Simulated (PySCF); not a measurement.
Compound: 2-(trifluoromethyl)pyridine, C6H4F3N.
Bonds: F1–C2, C2–F3, C2–F4, C2–C5, C5–C6 (aromatic), C6–C7 (aromatic), C7–C8 (aromatic), C8–C9 (aromatic), C9–N10 (aromatic), C5–N10 (aromatic). Hydrogens: H11 on C6; H12 on C7; H13 on C8; H14 on C9.

Structure optimised with GFN2-xTB, isolated species.

Task: List the bond lengths, angles and torsions at this level.

Result: 
```tsv
bond	length (bohr)
F1–C2, C2–F3	2.546
C2–F4	2.514
C2–C5	2.856
C5–C6	2.625
C6–C7	2.620
C7–C8	2.619
C8–C9	2.624
C9–N10	2.494
C5–N10	2.497
C6–H11	2.038
C7–H12	2.040
C8–H13	2.038
C9–H14	2.042
```

Bonds in one row agree within 0.02 bohr and their mean is given. A selection of angles:
```tsv
angle	degrees
F1–C2–F3	105.8
F1–C2–F4	107.0
F1–C2–C5	111.4
F4–C2–C5	113.7
C2–C5–C6	119.5
C2–C5–N10	116.4
C6–C5–N10	124.1
C5–C6–C7	117.5
C6–C7–C8	118.9
C7–C8–C9	118.5
C8–C9–N10	123.1
C5–N10–C9	117.9
```

Torsions: F1–C2–C5–C6 -72° (synclinal). The mirror-image conformer, all signs reversed, is as good.

The 6-membered ring C5–C6–C7–C8–C9–N10 has internal angles of 117.5° to 124.1°; it is planar, 0.00 Å rms from its mean plane, widest ring torsion 0°. The C–C distances run from 1.386 Å (C7–C8, aromatic) to 1.511 Å (C2–C5, drawn single), a spread of 0.125 Å. Of the pairs four or more bonds apart, F3···H11 is among the closest relative to their van der Waals radii: 2.65 Å, 99 % of the sum of Bondi's values.

Point group: C1 (no symmetry element, even within 0.4 Å). Not checked by GFN2-xTB frequencies.

The numbers are calculated, not measured.
